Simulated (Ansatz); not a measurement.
C3H6BN can be A, `NBC1C=C1`, or B, `BN=C1CC1`.

Calculated with Ansatz (gas phase, PBE0-D4/def2-TZVP geometries, no zero-point term in ΔE). CCSD(T)/CBS adds triple-zeta CCSD(T) − MP2 to the extrapolated MP2 energy (def2 sets, frozen cores). DFT in def2-TZVPP. B3LYP here is the variant with VWN-RPA as its local correlation; programs differ in this. One conformer a species, not always the lowest.

Question: Which is lower in electronic energy at CCSD(T)/CBS, and by how much? (Estimate.)

Answer: The calculation gave: A, by 4.7 kcal/mol.

Question: Give E(B) − E(A) in kcal/mol with CCSD/def2-TZVPP, BLYP-D4, CCSD(T)/def2-TZVPP, CCSD(T)/def2-SVP, r2SCAN-D4, HF/def2-TZVPP, B3LYP. (Best estimate.)

Answer: Computed: CCSD/def2-TZVPP 3.3, BLYP-D4 -3.3, CCSD(T)/def2-TZVPP 3.1, CCSD(T)/def2-SVP -0.6, r2SCAN-D4 -1.8, HF/def2-TZVPP 2.2, B3LYP -1.7. The order is the other way round with BLYP-D4, CCSD(T)/def2-SVP, r2SCAN-D4, B3LYP.

Question: Does the order hold for the free energy at 298.15 K (harmonic terms from PBE0-D4)? (Best estimate.)

Answer: Ansatz gave: Yes: G(B) − G(A) = +4.3 kcal/mol, for one conformer each.

Largest T1 diagnostic: 0.015.

At CCSD(T), def2-SVP lies −5.3 kcal/mol from the extrapolated value and def2-TZVPP −1.6 kcal/mol. From PBE to PBE0 (25 % exact exchange), in def2-TZVPP and without D4, E(B) − E(A) moves by +2.4 kcal/mol.
